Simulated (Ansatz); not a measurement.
Consider the formal exchange of groups at the Sn–C bond: `[SiH3]B[CH2][SnH3]` + GeH₄ → `[GeH3][SnH3]` + `CB[SiH3]`.

Gas-phase electronic energies from Ansatz, PBE0-D4/def2-TZVP geometries. CCSD(T)/CBS adds triple-zeta CCSD(T) − MP2 to the extrapolated MP2 energy (def2 sets, frozen cores). Elements past krypton have def2 core potentials. For Ge, Sn outer-core shells are correlated without core-valence functions, which leaves a few kJ/mol of doubt a bond. Scalar relativity is left out up to krypton. Each species was taken in one conformer, which may not be the lowest.

`[SiH3]B[CH2][SnH3]`:

Cartesian coordinates in Å:
```
Si 0.562 1.865 0.764
B -0.684 0.730 -0.343
C -1.253 -0.573 0.167
Sn 0.448 -1.727 -0.668
H 1.706 2.421 -0.013
H -0.200 3.023 1.318
H 1.129 1.115 1.926
H -0.938 1.069 -1.469
H -2.118 -1.019 -0.325
H -1.211 -0.811 1.230
H 1.651 -0.730 -1.350
H -0.199 -2.749 -1.865
H 1.107 -2.612 0.628
```

GeH₄:

Cartesian coordinates in Å:
```
Ge 0.000 0.000 0.000
H 0.860 -1.194 0.433
H -1.417 -0.485 -0.333
H 0.621 0.654 -1.241
H -0.065 1.025 1.140
```

`[GeH3][SnH3]`:

Z-matrix (Å, degrees):
```
Ge
Sn 1 2.595
H 1 1.538 2 110.4
H 1 1.538 2 110.4 3 -120.0
H 1 1.538 2 110.4 3 120.0
H 2 1.707 1 110.4 3 59.1
H 2 1.707 1 110.5 3 -61.0
H 2 1.707 1 110.4 3 179.0
```

`CB[SiH3]`:

Z-matrix (Å, degrees):
```
C
B 1 1.550
H 1 1.092 2 114.9
H 1 1.106 2 102.7 3 113.8
H 1 1.091 2 116.1 3 -131.0
Si 2 2.018 1 124.4 3 151.8
H 2 1.201 1 118.6 3 -30.5
H 6 1.494 2 107.9 1 -112.4
H 6 1.491 2 111.7 1 130.1
H 6 1.491 2 114.0 1 7.1
```

```json
{"species": "`[SiH3]B[CH2][SnH3]`", "CCSD(T)/CBS(def2) energy (Eh)": "-571.32551"}
{"species": "GeH₄", "CCSD(T)/CBS(def2) energy (Eh)": "-2078.49493"}
{"species": "`[GeH3][SnH3]`", "CCSD(T)/CBS(def2) energy (Eh)": "-2293.72326"}
{"species": "`CB[SiH3]`", "CCSD(T)/CBS(def2) energy (Eh)": "-356.10570"}
```

Question: Work out ΔE.

Answer: ΔE = (-2293.72326) + (-356.10570) − (-571.32551) − (-2078.49493) = -0.00852 Eh = -0.23 eV.

Largest T1 diagnostic among the species: 0.013.

At CCSD(T), def2-SVP lies −0.06 eV from the extrapolated value and def2-TZVPP +0.02 eV. In def2-TZVPP, CCSD(T) changes the Hartree–Fock value by +0.29 eV (the triples alone add +0.06 eV) and MP2 by +0.34 eV.
